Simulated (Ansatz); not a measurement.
Mulliken charges of F$_{2}$GeH$_{4}$Si (`[F][GeH]([F])[SiH3]`) from r2SCAN/def2-TZVPP in Ansatz (PBE0-D4/def2-TZVP geometry).

```csv
atom,x (Å),y (Å),z (Å),charge (e)
F1,1.563,-0.931,1.455,-0.373
Ge2,1.141,-0.039,0.027,0.765
F3,1.667,1.578,0.372,-0.373
Si4,-1.237,-0.027,-0.174,0.120
H5,2.061,-0.559,-1.088,-0.028
H6,-1.696,-1.424,-0.376,-0.040
H7,-1.603,0.806,-1.346,-0.040
H8,-1.803,0.539,1.074,-0.033
```

**Question.** By hand: the dipole of these point charges (1 e Å = 4.8032 D).

**Answer.** Σ q r = (-0.347, -0.252, -0.618) e Å, of length 0.752 e Å = 3.61 D.

**Question.** How does the dipole of the full density compare? (An estimate is asked.)

**Answer.** Ansatz gave: (-0.431, -0.168, -0.429) e Å, 3.03 D; the point charges give 1.19 times that, at 16° from its direction.

Point charges leave out the atoms' own dipoles, such as those of lone pairs, and Mulliken's split depends on the basis, so the two needn't agree.
